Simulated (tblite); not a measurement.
Parent: `[F:1][CH:2]([F:3])[C:4]1=[CH:5][CH:6]=[CH:7][CH2:8][SiH+:9]1` (charge +1) with F1–C2–C4–C5 -161°, [C6H7F2Si]+.

Structures optimised with GFN2-xTB, isolated species. One conformer each, not checked by frequencies here.

```csv
coordinate of the parent,value
F1–C2,1.361 Å
C2–F3,1.349 Å
C2–C4,1.509 Å
C4=C5,1.359 Å
C5–C6,1.434 Å
C6=C7,1.344 Å
C7–C8,1.498 Å
C8–Si9,1.891 Å
C4–Si9,1.850 Å
F1–C2–F3,106.2°
F1–C2–C4,107.3°
F3–C2–C4,109.9°
C2–C4–C5,122.4°
C2–C4–Si9,116.4°
C5–C4–Si9,121.0°
C4–C5–C6,125.6°
C5–C6–C7,126.4°
C6–C7–C8,127.4°
C7–C8–Si9,114.7°
C4–Si9–C8,104.8°
```

Q: How does the shared frame change in `[F:1][CH:2]([F:3])[C:4]1=[CH:5][CH:6]=[CH:7][CH2:8][Si+:9]1[Cl:10]` (charge +1) with F1–C2–C4–C5 122°, [C6H6ClF2Si]+? Atoms pair as F1 = F3, C2 = C2, F3 = F1, C4 = C4, C5 = C5, C6 = C6, C7 = C7, C8 = C8, Si9 = Si9 (parent first).

A: 
```
   parent   relative  value in the relative  change
    F1–C2      F3–C2                1.355 Å  -0.006
    C2–F3      C2–F1                1.355 Å  +0.006
    C2–C4      C2–C4                1.510 Å  +0.001
    C4=C5      C4=C5                1.359 Å   0.000
    C5–C6      C5–C6                1.434 Å   0.000
    C6=C7      C6=C7                1.343 Å  -0.001
    C7–C8      C7–C8                1.497 Å  -0.001
   C8–Si9     C8–Si9                1.895 Å  +0.004
   C4–Si9     C4–Si9                1.856 Å  +0.006
 F1–C2–F3   F3–C2–F1                 105.7°    -0.5
 F1–C2–C4   F3–C2–C4                 109.1°    +1.8
 F3–C2–C4   F1–C2–C4                 109.0°    -0.9
 C2–C4–C5   C2–C4–C5                 121.8°    -0.6
C2–C4–Si9  C2–C4–Si9                 117.1°    +0.7
C5–C4–Si9  C5–C4–Si9                 121.1°    +0.1
 C4–C5–C6   C4–C5–C6                 125.9°    +0.3
 C5–C6–C7   C5–C6–C7                 126.2°    -0.2
 C6–C7–C8   C6–C7–C8                 127.1°    -0.3
C7–C8–Si9  C7–C8–Si9                 115.5°    +0.8
C4–Si9–C8  C4–Si9–C8                 104.1°    -0.7
```

Of the parent's bonds, F1–C2, C2–F3 and C4–Si9 change most and about equally (-0.006 to +0.006 Å). Bonds of the relative outside the shared frame: Si9–Cl10 1.945 Å. Point group C1 → Cs.

Q: How does the shared frame change in `[F:1][C@@H:2]([Cl:3])[C:4]1=[CH:5][CH:6]=[CH:7][CH2:8][SiH+:9]1` (charge +1) with F1–C2–C4–C5 106°, [C6H7ClFSi]+? Atoms pair as C2 = C2, F3 = F1, C4 = C4, C5 = C5, C6 = C6, C7 = C7, C8 = C8, Si9 = Si9 (parent first).

A: 
```json
{"parent": "C2–F3", "relative": "C2–F1", "value in the relative": "1.357 Å", "change": "+0.008"}
{"parent": "C2–C4", "relative": "C2–C4", "value in the relative": "1.501 Å", "change": "-0.008"}
{"parent": "C4=C5", "relative": "C4=C5", "value in the relative": "1.357 Å", "change": "-0.002"}
{"parent": "C5–C6", "relative": "C5–C6", "value in the relative": "1.435 Å", "change": "+0.001"}
{"parent": "C6=C7", "relative": "C6=C7", "value in the relative": "1.343 Å", "change": "-0.001"}
{"parent": "C7–C8", "relative": "C7–C8", "value in the relative": "1.498 Å", "change": "0.000"}
{"parent": "C8–Si9", "relative": "C8–Si9", "value in the relative": "1.895 Å", "change": "+0.004"}
{"parent": "C4–Si9", "relative": "C4–Si9", "value in the relative": "1.853 Å", "change": "+0.003"}
{"parent": "F3–C2–C4", "relative": "F1–C2–C4", "value in the relative": "110.0°", "change": "+0.1"}
{"parent": "C2–C4–C5", "relative": "C2–C4–C5", "value in the relative": "123.0°", "change": "+0.6"}
{"parent": "C2–C4–Si9", "relative": "C2–C4–Si9", "value in the relative": "116.1°", "change": "-0.3"}
{"parent": "C5–C4–Si9", "relative": "C5–C4–Si9", "value in the relative": "120.9°", "change": "-0.1"}
{"parent": "C4–C5–C6", "relative": "C4–C5–C6", "value in the relative": "125.8°", "change": "+0.2"}
{"parent": "C5–C6–C7", "relative": "C5–C6–C7", "value in the relative": "126.4°", "change": "0.0"}
{"parent": "C6–C7–C8", "relative": "C6–C7–C8", "value in the relative": "127.3°", "change": "-0.1"}
{"parent": "C7–C8–Si9", "relative": "C7–C8–Si9", "value in the relative": "114.9°", "change": "+0.2"}
{"parent": "C4–Si9–C8", "relative": "C4–Si9–C8", "value in the relative": "104.6°", "change": "-0.2"}
```

Of the parent's bonds, C2–F3 and C2–C4 change most and about equally (-0.008 to +0.008 Å). Bonds of the relative outside the shared frame: C2–Cl3 1.798 Å. Point group C1 → C1.

Q: How does the shared frame change in `[O:1]=[C:2]1[CH:3]=[CH:4][CH:5]=[C:6]([CH:7]([F:8])[F:9])[SiH+:10]1` (charge +1) with C5–C6–C7–F8 82°, [C6H5F2OSi]+? Atoms pair as F1 = F9, C2 = C7, F3 = F8, C4 = C6, C5 = C5, C6 = C4, C7 = C3, C8 = C2, Si9 = Si10 (parent first).

A: 
```
   parent    relative  value in the relative  change
    F1–C2       F9–C7                1.359 Å  -0.002
    C2–F3       C7–F8                1.346 Å  -0.003
    C2–C4       C7–C6                1.513 Å  +0.004
    C4=C5       C6=C5                1.353 Å  -0.006
    C5–C6       C5–C4                1.448 Å  +0.014
    C6=C7       C4=C3                1.347 Å  +0.003
    C7–C8       C3–C2                1.470 Å  -0.028
   C8–Si9     C2–Si10                1.981 Å  +0.090
   C4–Si9     C6–Si10                1.871 Å  +0.021
 F1–C2–F3    F9–C7–F8                 106.5°    +0.3
 F1–C2–C4    F9–C7–C6                 106.8°    -0.5
 F3–C2–C4    F8–C7–C6                 109.7°    -0.2
 C2–C4–C5    C7–C6–C5                 122.9°    +0.5
C2–C4–Si9  C7–C6–Si10                 115.7°    -0.7
C5–C4–Si9  C5–C6–Si10                 121.3°    +0.3
 C4–C5–C6    C6–C5–C4                 125.8°    +0.2
 C5–C6–C7    C5–C4–C3                 128.0°    +1.6
 C6–C7–C8    C4–C3–C2                 126.5°    -0.9
C7–C8–Si9  C3–C2–Si10                 115.4°    +0.7
C4–Si9–C8  C6–Si10–C2                 102.9°    -1.9
```

Of the parent's bonds, C8–Si9 changes most (+0.090 Å). Bonds of the relative outside the shared frame: O1=C2 1.200 Å. Point group C1 → C1.

The numbers are calculated, not measured.
